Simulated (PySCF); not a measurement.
A GIAO shielding run with PySCF 2.14.0 with density-fitted response routines (density fitting, non-relativistic, gas phase) on SMILES COCC[Si]([SiH3])([SiH3])CF, C4H15FOSi3:

```
$ OMP_NUM_THREADS=1 python probes_run.py task.json out

{"job": {"kind": "nmr", "xc": "PBE0", "basis": "pcSseg-1"}, "charge": 0, "multiplicity": 1}
C      2.787611    -0.723894     1.154162
O      1.622895    -0.015337     0.829597
C      1.727131     0.737899    -0.358986
C      0.390291     1.408424    -0.612811
Si    -1.057730     0.144549    -0.461242
Si    -0.876989    -1.063667     1.526983
Si    -3.014381     1.294147    -1.018338
C     -0.706415    -1.079776    -1.933043
F     -1.788378    -1.928895    -2.091251
H      3.058318    -1.431345     0.359606
H      3.632032    -0.043102     1.318216
H      2.576777    -1.269196     2.071366
H      1.985984     0.073255    -1.198949
H      2.537718     1.478167    -0.258366
H      0.247455     2.194114     0.128362
H      0.421932     1.891189    -1.589345
H     -0.021779    -2.253071     1.457449
H     -0.446712    -0.242572     2.658591
H     -2.210712    -1.573323     1.890915
H     -4.187090     0.422562    -0.967085
H     -3.020420     1.925143    -2.345325
H     -3.256873     2.383340    -0.064912
H      0.157225    -1.727303    -1.756753
H     -0.569625    -0.581544    -2.897820
```

Hardware: 1 thread of an Arm Neoverse N1, shared host. The job also computes population analyses, field gradients.

(1) How large is the calculation?

(2) How long does it take, and how much memory does it need?

Answers

(1) 98 electrons, 249 basis functions and 1363 auxiliary functions.

(2) 110 s of wall time, with 14 SCF cycles and 4 response iterations; peak memory 1.1 GiB. Times on a shared host scatter by some tens of per cent.
